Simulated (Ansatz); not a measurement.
Phenacyltetrahydrothiophenium tetrafluoroborate, `F[B-](F)(F)F.O=C(C[S+]1CCCC1)c1ccccc1`, relaxed as a singlet with RKS PBE-D4/def2-SVP in Ansatz, starting from the GFN2-xTB geometry. Force threshold 0.03 eV/Å.

Start:

```xyz
34

F     1.5371   -3.4826    0.0098
B     2.8795   -3.2530    0.4659
F     3.7000   -3.3945   -0.6285
F     2.9033   -1.9110    0.8705
F     3.1784   -4.0928    1.4780
O    -1.5263   -0.4560    1.2109
C    -0.9848    0.5657    0.8477
C     0.0758    0.4839   -0.2348
S     0.6359   -1.2701   -0.2559
C     1.7022   -1.1352   -1.7249
C     0.8062   -1.3300   -2.9343
C    -0.1638   -2.4361   -2.5390
C    -0.7299   -2.0509   -1.1812
C    -1.2789    1.8842    1.4317
C    -2.0218    1.9147    2.6146
C    -2.3018    3.1158    3.2347
C    -1.8526    4.3021    2.6760
C    -1.1315    4.2834    1.4913
C    -0.8402    3.0844    0.8693
H     0.9450    1.0863    0.0216
H    -0.3181    0.7832   -1.2042
H     2.2248   -0.1842   -1.6900
H     2.4305   -1.9375   -1.6404
H     0.2631   -0.4134   -3.1782
H     1.4002   -1.6128   -3.8024
H     0.3825   -3.3742   -2.4459
H    -0.9627   -2.5635   -3.2691
H    -1.5507   -1.3424   -1.2446
H    -1.0382   -2.9117   -0.5953
H    -2.3560    0.9772    3.0324
H    -2.8665    3.1289    4.1540
H    -2.0640    5.2425    3.1623
H    -0.7911    5.2101    1.0547
H    -0.2854    3.0893   -0.0568
```

```
step  energy (eV)  largest force component (eV/Å)  SCF passes
   1  -37063.3198                           1.323          24
   2  -37063.6147                           0.456          21
   3  -37063.6670                           0.219          22
   4  -37063.6834                           0.207          21
   5  -37063.6971                           0.255          21
   6  -37063.7040                           0.226          21
   7  -37063.7116                           0.196          21
   8  -37063.7180                           0.139          21
   9  -37063.7244                           0.145          20
  10  -37063.7280                           0.130          21
  11  -37063.7321                           0.154          21
  12  -37063.7365                           0.208          21
  13  -37063.7403                           0.156          21
  14  -37063.7447                           0.068          21
  15  -37063.7483                           0.099          21
  16  -37063.7499                           0.150          21
  17  -37063.7523                           0.094          21
  18  -37063.7540                           0.031          22
  19  -37063.7550                           0.043          21
  20  -37063.7553                           0.057          22
  21  -37063.7556                           0.036          22
  22  -37063.7557                           0.018          22
```

Force components are those of the run's own axes.

End:

```xyz
34

F     1.596   -3.557    0.068
B     2.796   -4.062   -0.604
F     2.497   -4.116   -1.987
F     3.810   -3.094   -0.396
F     3.124   -5.292   -0.089
O    -1.192   -0.328    1.757
C    -0.797    0.700    1.215
C     0.272    0.597    0.126
S     0.920   -1.127    0.100
C     1.942   -0.993   -1.434
C     0.994   -1.271   -2.602
C     0.013   -2.358   -2.144
C    -0.483   -2.005   -0.739
C    -1.322    2.046    1.571
C    -2.292    2.122    2.595
C    -2.821    3.359    2.972
C    -2.390    4.534    2.329
C    -1.427    4.468    1.308
C    -0.893    3.230    0.930
H     1.140    1.252    0.344
H    -0.128    0.882   -0.870
H     2.405    0.013   -1.436
H     2.734   -1.759   -1.296
H     0.462   -0.344   -2.908
H     1.587   -1.618   -3.472
H     0.557   -3.321   -2.105
H    -0.851   -2.454   -2.833
H    -1.344   -1.310   -0.711
H    -0.686   -2.884   -0.103
H    -2.610    1.186    3.078
H    -3.575    3.415    3.772
H    -2.806    5.508    2.627
H    -1.091    5.387    0.807
H    -0.139    3.194    0.129
```

By distances, no bond broke or formed. The bond that changes most is B2–F3, from 1.38 to 1.42 Å (atoms count from 1). A close non-bonded pair moves further: F3–H26, from 3.78 to 2.10 Å.

No frequencies were taken in this run, so the end may be a saddle point.

Hardware: 2 threads of AMD EPYC 7R13 on a shared host and a share (18 GiB) of an NVIDIA H100 80GB HBM3. Wall time 66 s.
